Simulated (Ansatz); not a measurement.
ClF2HSSi, SMILES `F[Si](F)(S)Cl`, relaxed with RKS PBE0-D4/def2-TZVP in Ansatz from a PBE-D4/def2-SVP geometry. The force threshold is 0.005 eV/Å; the program also tests the step.

Charge 0, multiplicity 1.

Start:

```xyz
6

F    -0.586    0.088    1.690
Si    0.212   -0.267    0.325
F     0.736   -1.792    0.458
S    -1.035   -0.197   -1.387
Cl    1.814    1.007    0.230
H    -1.141    1.161   -1.317
```

Problem. How much energy does the relaxation release, and in how many steps? (Estimate.)

Solution. Ansatz gave: 8.35 kJ/mol, in 8 steps.

Problem. Which bonds change most? (An estimate is asked.)

Solution. Ansatz gave: F1–Si2 from 1.621 to 1.577 Å; Si2–F3 from 1.618 to 1.575 Å; Si2–Cl5 from 2.049 to 2.020 Å; Si2–S4 from 2.119 to 2.095 Å.

Problem. Give the relaxed structure. (Estimate.)

Solution. Computed: 
```xyz
6

F    -0.574    0.096    1.638
Si    0.217   -0.264    0.321
F     0.716   -1.752    0.458
S    -1.002   -0.194   -1.381
Cl    1.811    0.976    0.243
H    -1.169    1.137   -1.278
```
